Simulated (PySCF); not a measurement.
## Field gradients at the hydrogen positions

Species: C7H14Si2.
Atom-mapped SMILES: `[CH:1]#[C:2][Si@@H:3]([SiH2:4][CH3:5])[C@@H:6]1[CH2:7][C@@H:8]1[CH3:9]` (hydrogens: H10 on C1; H11 on Si3; H12, H13 on Si4; H14, H15, H16 on C5; H17 on C6; H18, H19 on C7; H20 on C8; H21, H22, H23 on C9)

Cartesian coordinates in Å at the GFN2-xTB level; atoms count from 1:
```
atom  x, y, z in Å
C1     2.2574    2.4033   -1.6296
C2     1.4796    1.5219   -1.3758
Si3    0.3286    0.1310   -0.9360
Si4    1.3968   -1.3299    0.5219
C5     3.0342   -0.5855    1.1267
C6    -1.2170    1.0107   -0.2849
C7    -1.6864    0.8498    1.1368
C8    -2.4908    0.2704    0.0197
C9    -2.5872   -1.2236   -0.1566
H10    2.9285    3.1806   -1.8609
H11   -0.0287   -0.4831   -2.2333
H12    1.6900   -2.6133   -0.1368
H13    0.6065   -1.6868    1.7144
H14    3.5691   -1.2691    1.7800
H15    2.8669    0.3358    1.6778
H16    3.6843   -0.3480    0.2891
H17   -1.3609    2.0048   -0.6966
H18   -2.0639    1.7174    1.6589
H19   -1.1482    0.1664    1.7776
H20   -3.4141    0.7840   -0.2302
H21   -1.6872   -1.7187    0.2019
H22   -2.7233   -1.4766   -1.2070
H23   -3.4392   -1.6145    0.3987
```

Level: PBE0/pcSseg-1 (PySCF, non-relativistic); Q(2H) = 0.00286 b; rigid geometry, the same for H and D, with no vibrational averaging.

Question: Rank these positions by the coupling χzz of a deuteron there, largest first.
A. H12 (Si–H hydrogen)
B. H10 (alkyne hydrogen)
C. H22 (methyl hydrogen)
D. H14 (methyl hydrogen)

Answer: B (260 kHz), D (218 kHz), C (209 kHz), A (107 kHz).

Q: Give the electric field gradient Vzz (the principal value of largest size), its asymmetry and the 2H coupling at each hydrogen.

A: 
```json
{"atom": "H10", "bonded to": "C1", "bond length (Å)": "1.053", "Vzz (au)": "0.3874", "η": "0.00", "χzz (kHz)": "260"}
{"atom": "H11", "bonded to": "Si3", "bond length (Å)": "1.479", "Vzz (au)": "0.1534", "η": "0.01", "χzz (kHz)": "103"}
{"atom": "H12", "bonded to": "Si4", "bond length (Å)": "1.472", "Vzz (au)": "0.1588", "η": "0.01", "χzz (kHz)": "107"}
{"atom": "H13", "bonded to": "Si4", "bond length (Å)": "1.474", "Vzz (au)": "0.1569", "η": "0.02", "χzz (kHz)": "105"}
{"atom": "H14", "bonded to": "C5", "bond length (Å)": "1.086", "Vzz (au)": "0.3248", "η": "0.01", "χzz (kHz)": "218"}
{"atom": "H15", "bonded to": "C5", "bond length (Å)": "1.086", "Vzz (au)": "0.3234", "η": "0.00", "χzz (kHz)": "217"}
{"atom": "H16", "bonded to": "C5", "bond length (Å)": "1.087", "Vzz (au)": "0.3225", "η": "0.00", "χzz (kHz)": "217"}
{"atom": "H17", "bonded to": "C6", "bond length (Å)": "1.086", "Vzz (au)": "0.3217", "η": "0.08", "χzz (kHz)": "216"}
{"atom": "H18", "bonded to": "C7", "bond length (Å)": "1.081", "Vzz (au)": "0.3306", "η": "0.07", "χzz (kHz)": "222"}
{"atom": "H19", "bonded to": "C7", "bond length (Å)": "1.080", "Vzz (au)": "0.3283", "η": "0.08", "χzz (kHz)": "221"}
{"atom": "H20", "bonded to": "C8", "bond length (Å)": "1.086", "Vzz (au)": "0.3176", "η": "0.09", "χzz (kHz)": "213"}
{"atom": "H21", "bonded to": "C9", "bond length (Å)": "1.088", "Vzz (au)": "0.3145", "η": "0.04", "χzz (kHz)": "211"}
{"atom": "H22", "bonded to": "C9", "bond length (Å)": "1.089", "Vzz (au)": "0.3117", "η": "0.01", "χzz (kHz)": "209"}
{"atom": "H23", "bonded to": "C9", "bond length (Å)": "1.090", "Vzz (au)": "0.3120", "η": "0.02", "χzz (kHz)": "210"}
```

Q: Average by the element that carries the hydrogen.

A: on C: 220 kHz over 11 positions, mean bond length 1.083 Å; on Si: 105 kHz over 3 positions, mean bond length 1.475 Å.

Q: How does χzz go with the bond length over the 11 C–H bonds?

A: A straight-line fit has a slope of -13.4 kHz for each 0.01 Å, with a correlation coefficient of -0.99, over lengths from 1.053 to 1.090 Å. The longer bonds have the smaller couplings here.

Isolated species at its GFN2-xTB geometry (one conformer only). GFN2-xTB frequencies show an imaginary mode (21i cm⁻¹), so this geometry is no minimum at that level. GFN2-xTB bond lengths can be off by several hundredths of an ångström, more for odd bonds, and the gradients follow them. The small basis limits the accuracy of the gradients.

These values come from a run that also computed NMR shieldings. Hardware: an Arm Neoverse V1 with one thread, shared host with 32 logical CPUs at a one-minute load of 28. Cost: 93 s, 0.99 GiB resident at most.
